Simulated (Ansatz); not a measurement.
Total energies of C₂H₄N₂Si (`N=C[SiH]1C=N1`).

```json
{"atom": "N1", "x (Å)": "1.843", "y (Å)": "1.141", "z (Å)": "0.566"}
{"atom": "C2", "x (Å)": "1.169", "y (Å)": "0.175", "z (Å)": "0.091"}
{"atom": "Si3", "x (Å)": "-0.682", "y (Å)": "0.364", "z (Å)": "-0.011"}
{"atom": "C4", "x (Å)": "-1.744", "y (Å)": "-1.063", "z (Å)": "-0.147"}
{"atom": "N5", "x (Å)": "-1.530", "y (Å)": "-0.567", "z (Å)": "-1.299"}
{"atom": "H6", "x (Å)": "2.844", "y (Å)": "0.937", "z (Å)": "0.581"}
{"atom": "H7", "x (Å)": "1.624", "y (Å)": "-0.763", "z (Å)": "-0.258"}
{"atom": "H8", "x (Å)": "-1.176", "y (Å)": "1.705", "z (Å)": "0.346"}
{"atom": "H9", "x (Å)": "-2.348", "y (Å)": "-1.928", "z (Å)": "0.132"}
```

Total charge 0; spin multiplicity 1. All single points use the PBE0-D4/def2-TZVP geometry. It is one conformer, not always the lowest. Basis def2-TZVPP, the Gaussian-basis code of Ansatz.

RPA on PBE orbitals: Hartree–Fock energy of these orbitals -475.83570 Eh, correlation -1.32923 Eh (frozen core).

```
             functional  energy without D4 (Eh)  D4 term (kJ/mol)
            LDA (SPW92)              -474.84772                 –
                    PBE              -477.24168             -18.3
                 revPBE              -477.50865             -56.6
                   BLYP              -477.56130             -40.5
                 r2SCAN              -477.48225              -4.5
                 B97M-V              -477.52729                 –
                   PBE0              -477.27011             -15.4
                  B3LYP              -477.63823             -29.6
                r2SCANh              -477.46763              -4.7
                r2SCAN0              -477.44703              -5.3
HSE06 (plane-wave form)              -477.25405             -14.4
                  BHLYP              -477.49779             -22.5
              CAM-B3LYP              -477.52667             -15.6
                LC-ωPBE              -477.38399                 –
                ωB97X-V              -477.50815                 –
                ωB97M-V              -477.53046                 –
                 B2PLYP              -477.34437                 –
               PBE-QIDH              -477.14959                 –
```

B3LYP takes the VWN-RPA correlation (the form of Gaussian; ORCA's B3LYP/G). HSE06 is the plane-wave form, built on full-range PBE exchange. The double hybrids freeze the cores in their second-order part.

LC-ωPBE has ω = 0.4 bohr⁻¹.
